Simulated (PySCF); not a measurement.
Br: excitation energy

Br [Ar] 3d10 4s2 4p5 (2P) → Br [Ar] 3d10 4s1 4p6 (2S), as a difference of total energies. All numbers are calculated (PySCF 2.14, a scalar-relativistic core potential, in aug-cc-pwCVDZ-PP with ECP10MDF). Correlated levels: valence: 3s2 3p6 3d10 frozen; valence and next inner shell: nothing frozen outside the core potential. The calculations carry no spin-orbit coupling.

| method | excitation energy (cm⁻¹) |
| --- | --- |
| UHF | 121510 |
| LDA | 99419 |
| PBE | 99288 |
| PBE0 | 104930 |
| r2SCAN | 103890 |
| M06-L | 103250 |
| B3LYP | 104000 |
| M06 | 104980 |
| BLYP | 99514 |
| MP2 (valence) | 104330 |
| SCS-MP2 (valence) | 102270 |
| MP2 (valence and next inner shell) | 103640 |
| SCS-MP2 (valence and next inner shell) | 101660 |

The upper state lies above the first ionisation limit, where it may autoionise and the basis confines it.
